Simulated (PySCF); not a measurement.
**Electron correlation in In⁺ (indium, charge +1)**

[Kr] 4d10 5s1 5p1, high-spin 3P determinant (an excited configuration). Computed with PySCF 2.14 in aug-cc-pVTZ-PP with ECP28MDF (6s5p4d2f, 55 functions), with a scalar-relativistic core potential. Frozen: 4s2 4p6 4d10; 2 electrons correlated.

With two correlated electrons CCSD is exact within the correlated space (frozen core and kept virtual orbitals).

```csv
level,correlation energy (mhartree)
CCSD,-3.47
```

Diagnostics: T1 = 0.0032, D1 = 0.0051, largest double amplitude 0.030.

**Question.** Is a single reference adequate?

**Answer.** Yes, within this model without spin-orbit coupling: T1 lies below 0.03 and no double amplitude reaches 0.07.
